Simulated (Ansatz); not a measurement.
Born–Oppenheimer molecular dynamics of ClF₄Ta (6 atoms, charge 0, multiplicity 1). It goes on from the last frame of an earlier run, with new velocities.

All numbers below come from RKS B3LYP/def2-SVP in Ansatz 0.2.0.

```json
{
 "ensemble": "NVE (velocity Verlet)",
 "time step": "1 fs",
 "steps asked": "166",
 "starting velocities drawn for": "400 K",
 "seed": "959553"
}
```

First frame:

```xyz
6
Properties=species:S:1:pos:R:3
Ta -0.063 -0.147 -0.211
F 1.789 -0.022 0.262
F -0.548 -0.386 1.591
Cl 0.618 0.556 -2.300
F -1.102 1.324 -0.052
F -0.882 -1.805 -0.584
```

Problem. How far do the bonds stretch over the last three quarters of this one trajectory? (Pairs bonded in most of those frames.)

Solution. 
```tsv
bond	mean (Å)	spread (Å)	shortest	longest
Ta1–F2	1.873	0.026	1.83	1.91
Ta1–F3	1.886	0.028	1.84	1.93
Ta1–Cl4	2.366	0.055	2.27	2.43
Ta1–F5	1.874	0.056	1.78	1.96
Ta1–F6	1.856	0.021	1.82	1.89
```

Mean temperature of the second half: 463 K. The conserved energy stayed within 0.062 meV per atom of its start (net change 0.017 meV per atom), so the integration is sound. A run of 0.17 ps of so small a system gives no equilibrium averages.

Run time: 8.3 min on 2 threads of Arm Neoverse V2 (shared host), peak memory 0.24 GiB.
